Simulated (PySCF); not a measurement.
# Fractional electron number in Ni⁻ (nickel, charge -1)

The 3d beta orbital of [Ar] 3d9 4s2 is emptied in steps (occupation f), with all orbitals relaxed, ending at [Ar] 3d8 4s2. Calculation: PySCF 2.14, in aug-cc-pVDZ; the non-relativistic Hamiltonian (point nucleus). The exact energy is a straight line in f; departures are measured from the line between the end points of the same method.

```tsv
f	r2SCAN (eV)
1	0.000
0.75	-0.733
0.5	-1.024
0.25	-0.798
0	0.000
```

```
method  E(f=0) − E(f=1) (eV)  −ε at f=1 (eV)  −ε at f=0.5 (eV)
r2SCAN                 1.260          -2.433             1.088
```

Orbital energy along the path (eV):

| f | r2SCAN |
| --- | --- |
| 1 | 2.433 |
| 0.75 | 0.846 |
| 0.5 | -1.088 |
| 0.25 | -3.262 |
| 0 | -5.662 |

At f = 1 the orbital energy is positive for r2SCAN: only the finite basis holds the electron.

Reference removal energy between the ground levels: 1.157 eV (measured; photodetachment measurements, as compiled on the Wikipedia data page of electron affinities). The calculation has no spin-orbit coupling. The determinant left behind need not be the lowest term of the ion.
